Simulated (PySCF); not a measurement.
Gas-phase reaction: SnF₃ + 4 O = SnO + 3 FO

Computed with PySCF and rigid-rotor harmonic-oscillator thermochemistry at 1 bar. † marks an energy on the PBE0/def2-TZVP geometry and frequencies; other levels use their own. Open shells (unrestricted): SnF₃ (multiplicity 2), O (multiplicity 3), FO (multiplicity 2); the rest are closed-shell singlets. Spin-orbit splitting is ignored; it lowers the true energy and changes the entropy of O, FO. Sn: scalar-relativistic def2 core potential, no spin-orbit coupling. SnF₃: computed as isolated molecules; such fragments, hydroxides, amides, oligomers or adducts are transient or little studied in the gas.

PBE/def2-SVP gives ΔH°(298 K) = -208 kJ.

What do ωB97M-V/def2-TZVP†, PBE0/def2-QZVP†, PBE0/def2-TZVP give?

ωB97M-V/def2-TZVP†: 49 kJ; PBE0/def2-QZVP†: 50 kJ; PBE0/def2-TZVP: 41 kJ. For scale, ΔH°(298 K) is -208 kJ at this level, 49 kJ at ωB97M-V/def2-TZVP†, and runs from -363 to 823 kJ over the 17 levels computed († marks an energy on the PBE0/def2-TZVP geometry).
